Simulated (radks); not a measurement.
Problem. Successive ionisation energies (eV) of one element, from differences of total energies of ions in their ground configurations, starting at charge 44: 3521.5, 3719.5, 3806.0, 8685.8, 8935.5, 9187.2, 9440.4, 10165.1, 10436.1, 10827.2, 11037.0, 45348, 46213. Method: Dirac Kohn-Sham, BLYP, spin-unpolarised, spherical densities, finite nucleus; open shells fill j = l - 1/2 first; Fermi nuclear charge, rms radius 4.855 fm; computed with a radial shooting solver on a logarithmic mesh with Libxc functionals. Which element is it?

Solution. Lanthanum (Z = 57). The first species listed is La44+ in [Ne] 3s2 3p1, the last La56+ in 1s1.
